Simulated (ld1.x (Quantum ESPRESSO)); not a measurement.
Scattering properties, TM semilocal potential for tantalum

```json
{"Element": "tantalum", "Generator": "ld1.x (Quantum ESPRESSO) 7.5", "Type": "norm-conserving Troullier–Martins (semilocal form)", "Functional": "PBE", "Relativity": "scalar-relativistic", "Frozen core": "[Kr] 4d10 4f14", "Valence charge": "13", "Reference configuration": "5s2 5p6 5d3 6s2 6p0", "Partial waves": "5s (bound): rc 1.55 bohr; 5d (bound): rc 2.85 bohr; 5p (bound): rc 1.45 bohr", "Local potential": "the p channel", "Core correction": "none"}
```

Occupied shells without a wave of their own: 6s. They enter only through the test configuration that unscreens the potential.

The phase is arctan(r·u′/u) with u = r·R(r), unwrapped; energies in Ry, scanned from -7 to 5 Ry. A pole is an energy at which the radial function vanishes at the test radius. The pseudo phase is shifted by a multiple of π to meet the all-electron one at the reference energy, and phase errors are pseudo minus all-electron; the curves can meet again beyond the range given. Levels narrower than the energy grid can be missing from the lists of poles. n/a: not evaluated, since a narrow level or a reset projector energy made the automatic matching unsafe.

```
channel  radius (bohr)  reference energy (Ry)  poles, all-electron  poles, pseudo  unbroken range about the reference energy with phases within 0.05 rad  phase error 1 Ry above the reference energy (rad)
      s           3.09                  -5.37                 1.04           0.72                                                                    n/a                                                n/a
      p           3.09                  -2.90          -2.87, 2.29    -2.87, 2.23                                                              below 4.3                                             -0.000
      d           3.09                  -0.26           0.10, 4.52     0.10, 4.73                                                              below 1.3                                             +0.012
```

The potential misses its own reference levels by up to 0.7 eV.

Phases in the p channel:

```csv
E (Ry),all-electron,pseudo
-7.00,1.443,1.443
-6.74,1.440,1.440
-6.48,1.437,1.437
-6.22,1.434,1.434
-5.96,1.431,1.431
-5.70,1.427,1.427
-5.44,1.423,1.423
-5.18,1.419,1.419
-4.92,1.414,1.414
-4.66,1.409,1.409
-4.40,1.403,1.403
-4.14,1.395,1.395
-3.88,1.387,1.387
-3.62,1.376,1.376
-3.36,1.359,1.359
-3.10,1.313,1.313
-2.84,-1.639,-1.639
-2.58,-1.754,-1.754
-2.32,-1.782,-1.782
-2.06,-1.804,-1.804
-1.80,-1.827,-1.827
-1.54,-1.853,-1.854
-1.28,-1.887,-1.888
-1.02,-1.933,-1.933
-0.76,-1.997,-1.999
-0.50,-2.099,-2.102
-0.24,-2.279,-2.286
0.02,-2.642,-2.661
0.28,-3.325,-3.360
0.54,-3.962,-3.987
0.80,-4.284,-4.300
1.06,-4.448,-4.459
1.32,-4.544,-4.552
1.58,-4.607,-4.615
1.84,-4.653,-4.660
2.10,-4.690,-4.697
2.36,-4.720,-4.728
2.62,-4.747,-4.755
2.88,-4.773,-4.782
3.14,-4.799,-4.810
3.40,-4.826,-4.840
3.66,-4.857,-4.875
3.92,-4.894,-4.919
4.18,-4.942,-4.980
4.44,-5.010,-5.074
4.70,-5.118,-5.242
4.96,-5.318,-5.611
```
